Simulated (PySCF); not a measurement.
**Polarisability and C₆ of W⁺ (tungsten, charge +1)**

[Xe] 4f14 5d4 6s1, high-spin 6D determinant. Computed with PySCF 2.14 in ANO-RCC-VTZP (8s7p5d3f2g1h, 104 functions), with scalar relativity by spin-free X2C-1e. Coupled (time-dependent) response in atomic units; α is the mean over directions. The basis has no added diffuse functions, which lowers α and C₆.

```
method  mean α (bohr³)         α xx, yy, zz  C₆ (like pair)  S(−4)
   UHF           43.03  42.48, 42.48, 44.14           356.4  950.6
```

S(−4) is the Cauchy moment in α(ω) = α(0) + S(−4) ω² + …

Spin-orbit coupling is absent.

α(iu) at UHF:

```json
{"u (hartree)": "0", "α(iu) (bohr³)": "43.03"}
{"u (hartree)": "0.0500", "α(iu) (bohr³)": "40.80"}
{"u (hartree)": "0.100", "α(iu) (bohr³)": "35.47"}
{"u (hartree)": "0.200", "α(iu) (bohr³)": "24.19"}
{"u (hartree)": "0.300", "α(iu) (bohr³)": "16.86"}
{"u (hartree)": "0.500", "α(iu) (bohr³)": "10.08"}
{"u (hartree)": "0.750", "α(iu) (bohr³)": "6.816"}
{"u (hartree)": "1.00", "α(iu) (bohr³)": "5.203"}
{"u (hartree)": "1.50", "α(iu) (bohr³)": "3.461"}
{"u (hartree)": "2.00", "α(iu) (bohr³)": "2.492"}
{"u (hartree)": "3.00", "α(iu) (bohr³)": "1.476"}
{"u (hartree)": "5.00", "α(iu) (bohr³)": "0.7117"}
```

For an ion, C₆ is the dispersion term alone; charge-induced terms of lower order in 1/R come first.

The components differ because the open shell of this determinant is not spherical; for a pure term their mean is the scalar polarisability.

Spin-orbit coupling, absent here, splits the open shell strongly.
